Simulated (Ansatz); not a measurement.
`CBN[SiH2]C` + H₂ → `CBN[SiH3]` + CH₄ at 400 K and 1 bar (hydrogenolysis of the Si–C bond).

Program: Ansatz. Geometries: PBE0-D4/def2-TZVP. ΔE: electronic, gas phase. CCSD(T)/CBS adds triple-zeta CCSD(T) − MP2 to the extrapolated MP2 energy (def2 sets, frozen cores). This one scheme is used for every species. One conformer a species, not always the lowest.

```tsv
species	CCSD(T)/CBS energy (Eh)	H − E (kJ/mol)	S (J/(mol·K))
`CBN[SiH2]C`	-450.78607	356.3	406.8
H₂	-1.17544	38.0	139.0
`CBN[SiH3]`	-411.50704	273.0	365.2
CH₄	-40.46206	131.3	197.2
```

H − E and S are ideal-gas, rigid-rotor, harmonic terms from PBE0-D4/def2-TZVP, for one conformer and one mirror image of each species. The MP2-based limit puts H₂ 0.8 mEh under its directly extrapolated value; such offsets cancel only in part. 1 Eh = 2625.50 kJ/mol, R = 8.31446 J/(mol·K).

**Question.** By hand: ΔE, ΔH, ΔS and ΔG.

**Answer.** ΔE = (-411.50704) + (-40.46206) − (-450.78607) − (-1.17544) = -0.00759 Eh = -19.9 kJ/mol. Δ(H − E) = 273.0 + 131.3 − 356.3 − 38.0 = 10.0, so ΔH = -9.9 kJ/mol. ΔS = 365.2 + 197.2 − 406.8 − 139.0 = 16.6 J/(mol·K). ΔG = -9.9 − 400 × (16.6)/1000 = -16.5 kJ/mol.

**Question.** By hand: the equilibrium constant, and the temperature at which ΔG would vanish if ΔH and ΔS stayed fixed.

**Answer.** log₁₀ K = −ΔG/(RT ln 10) = 2.2. ΔH and −TΔS have one sign here, so there is no such temperature.

TΔS isn't small against ΔH here. A doubt of 5 kJ/mol in ΔE shifts log₁₀ K by 0.7 here. Other conformers and mirror images would add mixing entropy, several J/(mol·K) or more a flexible species. These are equilibria of isolated gas molecules and say nothing of rates. Largest T1 diagnostic: 0.012 (customary marks: 0.02 for closed shells, 0.045 for open ones).
